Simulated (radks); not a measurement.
Values are calculated unless marked as measured or tabulated.
Spherical jellium clusters: N electrons in a uniform positive sphere of charge N and radius rs N^(1/3), rs = 2.45 bohr. Level of theory: non-relativistic Kohn-Sham, LDA (Slater exchange, Perdew-Wang correlation), spin-polarised, spherical densities (a radial shooting solver with Libxc functionals). Levels are named by radial order and angular momentum (1s, 1p, 1d, 2s, ...), and open shells are averaged over m.

N = 17, configuration 1s2 1p6 1d(up 5, down 4). This is the lowest configuration that the search found. Occupied and some empty levels:

| level | occupation | eigenvalue (eV) | <r> (bohr) |
|---|---|---|---|
| 1s up | 1 | -9.3619 | 3.776 |
| 1s down | 1 | -9.2533 | 3.751 |
| 1p up | 3 | -6.9023 | 4.757 |
| 1p down | 3 | -6.7633 | 4.754 |
| 1d up | 5 | -4.1621 | 5.568 |
| 1d down | 4 | -4.0219 | 5.585 |
| 2s up | 0 | -3.6639 | 5.227 |
| 2s down | 0 | -3.5859 | 5.258 |
| 1f up | 0 | -1.3208 | 6.589 |
| 1f down | 0 | -1.2021 | 6.649 |
| 2p up | 0 | -1.1735 | 7.627 |
| 2p down | 0 | -1.1158 | 7.719 |

Energy (eV): total -17.7853, kinetic 69.767, external -1443.1, Hartree 697.75, exchange-correlation -91.169, background 749.00.
